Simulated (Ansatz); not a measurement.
Ligand exchange: H2CO + C2H8MgN2 → CH3NO + C2H7MgN

Species: H2CO (formaldehyde) `C=O`, singlet; C2H8MgN2 `C[N](C)[Mg][NH2]`, singlet; CH3NO (formamide) `NC=O`, singlet; C2H7MgN `C[N](C)[MgH]`, singlet. The partners trade H for NH2: C–H and Mg–NH2 bonds give way to C–NH2 and Mg–H.

Shapes, held fixed at every level: PBE0-D4/def2-TZVP. Flexible molecules stand in one conformer, not always the lowest. Programs: Ansatz 0.2.0. The zero-point and thermal change to 298 K, harmonic and unscaled (PBE0-D4/def2-TZVP), is -3.6 kJ/mol.

| level | kind | ΔH(298 K) (kJ/mol) | less CCSD(T)/def2-TZVPP |
| --- | --- | --- | --- |
| SPW92/def2-TZVPP | LDA | -35.4 | -47.8 |
| B3LYP-D4/def2-TZVPP | global hybrid | -3.7 | -16.1 |
| BHLYP-D4/def2-TZVPP | global hybrid | -1.9 | -14.3 |
| wB97M-V/def2-TZVPP | range-separated hybrid | -0.4 | -12.8 |
| wB97X-V/def2-TZVPP | range-separated hybrid | -3.5 | -15.9 |
| MP2/def2-TZVPP | perturbation theory | +15.4 | +3.0 |
| CCSD/def2-SVP | coupled cluster or CI | +3.9 | -8.5 |
| CCSD(T)/def2-TZVPP | coupled cluster or CI | +12.4 | 0.0 |

The highest level, CCSD(T)/def2-TZVPP, gives ΔH(298 K) = +12.4 kJ/mol; the levels span -35.4 to +15.4. They disagree on the sign: 3 of 8 are positive. The column of differences is taken from that level and isn't an error. No measured value is set beside it here. Correlated rows may include outer-core shells of Mg, which these sets cover unevenly.
